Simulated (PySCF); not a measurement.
# Spinor energies of Kr+ (krypton, charge +1)

Start: [Ar] 3d10 4s2 4p5; 4p1/2 filled at m_j = +1/2; 4p3/2 filled at m_j = -3/2, -1/2, +1/2, +3/2. Calculated with PySCF 2.14 in x2c-QZVPPall-2c: generalised Hartree-Fock with the X2C-1e Hamiltonian and a Gaussian nucleus; one run each with spin-orbit coupling (SO) screened by Boettger's factors, then bare. This is a chosen level, not necessarily the ground level.

```csv
spinor shell,electrons,"ε, screened SO (eV)","ε, bare SO (eV)",weight of nominal j (bare SO),"rms radius, bare SO (bohr)"
1s1/2,2,-14416.9,-14416.8,1.000,0.0478
2s1/2,2,-1972.7,-1972.7,1.000,0.199
2p1/2,2,-1777.2,-1779.5,1.000,0.174
2p3/2,4,-1722.6,-1721.6,1.000,0.178
3s1/2,2,-317.41,-317.41,1.000,0.565
3p1/2,2,-246.45,-246.81,1.000,0.574
3d3/2,4,-114.83,-115.16,1.000,0.608
3d5/2,6,-113.52,-113.31,1.000,0.614
4s1/2,2,-42.787,-42.791,0.999,1.67
4p1/2,1,-26.428,-26.467,0.988,1.93
4p3/2,4,-24.568,-24.557,0.989,1.99
```

(1) Where does 3p3/2 lie, and what is the 3p spin-orbit splitting (bare SO)?

```
   quantity  screened SO      bare SO
E (hartree)  -2787.85917  -2787.88043
        M_J          1/2          1/2
       ⟨J²⟩        0.861        0.851
       ⟨L²⟩        2.025        2.027
       ⟨S²⟩        0.762        0.763
```

Each row is a mean over spinors that exchange with the open shell spreads, by up to 2.149 eV (4s1/2).

⟨J²⟩ departs a little from M_J(M_J + 1) because the unrestricted spinors polarise the closed shells.

Answers

(1) At -238.11 eV, 8.702 eV above 3p1/2.
